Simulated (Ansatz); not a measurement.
Basis-set series for C4H13GaO3Si (`C[O][Ga]([O][SiH3])[O]C(C)C`). Charge 0, multiplicity 1. The geometry is a stationary point of PBE0-D4/def2-TZVP. It is one conformer, not always the lowest.

```xyz
22

C    -0.424    1.219   -2.682
O    -0.060    0.293   -1.685
Ga   -0.489    0.493    0.026
O    -1.339    1.930    0.602
Si   -2.023    3.315    0.086
O    -0.093   -0.748    1.211
C     0.651   -1.913    0.872
C     0.653   -2.806    2.094
C     2.053   -1.551    0.423
H    -0.293    2.261   -2.366
H    -1.466    1.088   -2.994
H     0.215    1.053   -3.554
H    -3.017    3.055   -0.993
H    -0.995    4.249   -0.454
H    -2.712    3.967    1.228
H     0.147   -2.442    0.050
H    -0.368   -3.037    2.399
H     1.177   -3.742    1.888
H     1.153   -2.302    2.925
H     2.571   -1.004    1.215
H     2.631   -2.448    0.189
H     2.026   -0.931   -0.478
```

```json
{"functional": "PBE0-D4", "basis": "def2-SVP", "functions": "213", "energy (Eh)": "-2598.94640", "HOMO (eV)": "-7.84", "LUMO (eV)": "-0.75"}
{"functional": "PBE0-D4", "basis": "def2-TZVPP", "functions": "489", "energy (Eh)": "-2599.74707", "HOMO (eV)": "-7.94", "LUMO (eV)": "-0.93"}
{"functional": "ωB97M-V", "basis": "def2-SVP", "functions": "213", "energy (Eh)": "-2599.44699", "HOMO (eV)": "-10.23", "LUMO (eV)": "1.10"}
{"functional": "ωB97M-V", "basis": "def2-TZVPP", "functions": "489", "energy (Eh)": "-2600.26375", "HOMO (eV)": "-10.35", "LUMO (eV)": "0.84"}
```

(1) Give the rows for def2-QZVPP. (Best estimate.)

Results:

(1) Computed: 
```tsv
functional	basis	functions	energy (Eh)	HOMO (eV)	LUMO (eV)
PBE0-D4	def2-QZVPP	948	-2599.82373	-7.97	-1.04
ωB97M-V	def2-QZVPP	948	-2600.33694	-10.38	0.55
```

Positive LUMOs are unbound and depend on the basis. Scalar relativity is left out up to krypton.
